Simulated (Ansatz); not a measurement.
Reaction (substitution at a C–S bond): `F[C]1(S)[NH][AlH]1` + CH₃SH → `CS[C]1(F)[NH][AlH]1` + H₂S

Program: Ansatz. Geometries: PBE0-D4/def2-TZVP. ΔE: electronic, gas phase. CCSD(T)/CBS is the MP2 limit (def2-TZVPP, def2-QZVPP) plus CCSD(T) − MP2 in def2-TZVPP, frozen cores. This one scheme is used for every species. Functionals use def2-TZVPP. B3LYP here is the variant with VWN-RPA as its local correlation; programs differ in this. One conformer a species, not always the lowest.

Task: Is it downhill or uphill in electronic energy at CCSD(T)/CBS, and by how much? (An estimate is asked.)

Result: The calculation gave: Downhill: ΔE = -12.5 kJ/mol.

Task: What do these levels give: PBE-D4, B97M-V, r2SCAN0-D4, ωB97X-V, r2SCAN, PBE0, B3LYP, RPA@PBE/def2-TZVPP, CCSD(T)/def2-SVP, CCSD/def2-TZVPP, MP2/CBS(def2), CCSD/CBS(def2)? (Best estimate.)

Result: Ansatz gave: PBE-D4 -10.6, B97M-V -10.7, r2SCAN0-D4 -11.4, ωB97X-V -12.1, r2SCAN -10.0, PBE0 -8.1, B3LYP -6.2, RPA@PBE/def2-TZVPP -11.2, CCSD(T)/def2-SVP -13.8, CCSD/def2-TZVPP -11.1, MP2/CBS(def2) -14.3, CCSD/CBS(def2) -11.3 kJ/mol.

Largest T1 diagnostic among the species: 0.015.

In def2-TZVPP, CCSD(T) changes the Hartree–Fock value by −7.3 kJ/mol (the triples alone add −1.2 kJ/mol) and MP2 by −9.0 kJ/mol. The D4 term adds −5.0 kJ/mol with B3LYP and −3.0 kJ/mol with PBE0; it sums over pairs of atoms, weighted by their polarisabilities, and B3LYP, whose exchange is more repulsive, gets the larger term. Leaving LDA and LC-ωPBE aside and taking each functional with its dispersion term where it has one, the values, not all of them listed here, spread over 2.9 kJ/mol, from ωB97M-V to B2PLYP. LDA lies −5.1 kJ/mol from PBE without D4.
